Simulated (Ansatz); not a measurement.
CH₆BCl₂P (`C[B-]([PH3+])(Cl)Cl`). Total charge 0; spin multiplicity 1.

| atom | x (Å) | y (Å) | z (Å) |
| --- | --- | --- | --- |
| C1 | -0.0447 | -0.3584 | -1.5024 |
| B2 | 0.6270 | 0.2966 | -0.2262 |
| P3 | -0.4936 | 0.0393 | 1.4069 |
| Cl4 | 2.2043 | -0.5069 | 0.3117 |
| Cl5 | 0.7384 | 2.1426 | -0.2766 |
| H6 | -1.0150 | 0.0866 | -1.7399 |
| H7 | 0.6098 | -0.1869 | -2.3623 |
| H8 | -0.1700 | -1.4400 | -1.4012 |
| H9 | -1.7864 | 0.5970 | 1.4104 |
| H10 | 0.0790 | 0.6101 | 2.5528 |
| H11 | -0.7487 | -1.2801 | 1.8269 |

**Question.** What are the harmonic wavenumbers in cm⁻¹ at PBE0-D4/def2-TZVP (Ansatz, finite differences of forces, unscaled)? (An estimate is asked.)

**Answer.** Computed: 115, 145, 199, 217, 238, 248, 257, 428, 541, 553, 587, 679, 905, 951, 1010, 1029, 1103, 1109, 1333, 1458, 1462, 2477, 2499, 2532, 3039, 3117, 3119.

**Question.** Is this a minimum?

**Answer.** Yes, all 27 modes are real.

**Question.** Give the ideal-gas thermochemistry at 298.15 K and 1 bar (rigid rotor, harmonic oscillator; point group Cs, symmetry number 1).

**Answer.** Zero-point energy 187.5 kJ/mol; H(298) − E = 210.9 kJ/mol; entropy 366.2 J/(mol·K), of which translation 169.6, rotation 118.4, vibration 78.1; G(298) − E = 101.7 kJ/mol.

**Question.** And at 400, 500, 600, 800 and 1000 K?

**Answer.** 
| T (K) | H − E (kJ/mol) | S (J/mol/K) | G − E (kJ/mol) |
| --- | --- | --- | --- |
| 400 | 224.2 | 404.6 | 62.4 |
| 500 | 239.2 | 438.0 | 20.2 |
| 600 | 255.6 | 467.9 | -25.1 |
| 800 | 291.9 | 519.9 | -124.0 |
| 1000 | 331.5 | 564.1 | -232.5 |

**Question.** Rotational constants (cm⁻¹)?

**Answer.** 0.07067, 0.06621, 0.0512.
